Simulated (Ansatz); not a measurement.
`[AlH2][SiH]([SiH3])O[SiH3]` + H₂O → `[OH][AlH2]` + `[SiH3]O[SiH2][SiH3]` at 400 K and 1 bar (formal hydrolysis of the Al–Si bond).

Computed with Ansatz on PBE0-D4/def2-TZVP structures; ΔE is electronic, products minus reactants. CCSD(T)/CBS adds triple-zeta CCSD(T) − MP2 to the extrapolated MP2 energy (def2 sets, frozen cores). This one scheme is used for every species. One conformer a species, not always the lowest.

```csv
species,CCSD(T)/CBS energy (Eh),H − E (kJ/mol),S (J/(mol·K))
`[AlH2][SiH]([SiH3])O[SiH3]`,-1189.88644,252.8,512.4
H₂O,-76.37941,69.8,198.6
`[OH][AlH2]`,-319.03157,88.7,271.1
`[SiH3]O[SiH2][SiH3]`,-947.28799,227.4,435.6
```

H − E and S are ideal-gas, rigid-rotor, harmonic terms from PBE0-D4/def2-TZVP, for one conformer and one mirror image of each species. 1 Eh = 2625.50 kJ/mol, R = 8.31446 J/(mol·K).

**Question.** By hand: ΔE, ΔH, ΔS and ΔG.

**Answer.** ΔE = (-319.03157) + (-947.28799) − (-1189.88644) − (-76.37941) = -0.05371 Eh = -141.0 kJ/mol. Δ(H − E) = 88.7 + 227.4 − 252.8 − 69.8 = -6.5, so ΔH = -147.5 kJ/mol. ΔS = 271.1 + 435.6 − 512.4 − 198.6 = -4.3 J/(mol·K). ΔG = -147.5 − 400 × (-4.3)/1000 = -145.8 kJ/mol.

**Question.** By hand: the equilibrium constant, and the temperature at which ΔG would vanish if ΔH and ΔS stayed fixed.

**Answer.** log₁₀ K = −ΔG/(RT ln 10) = 19.0. ΔG = 0 at ΔH/ΔS = 34302 K, far beyond where these terms or the molecules hold.

The number of gas molecules stays the same, so ΔS is small and ΔH decides. A doubt of 5 kJ/mol in ΔE shifts log₁₀ K by 0.7 here. Other conformers and mirror images would add mixing entropy, several J/(mol·K) or more a flexible species. Modes under 60 cm⁻¹, often nearly free rotors, make the harmonic entropy too high. These are equilibria of isolated gas molecules and say nothing of rates. Largest T1 diagnostic: 0.013 (customary marks: 0.02 for closed shells, 0.045 for open ones).
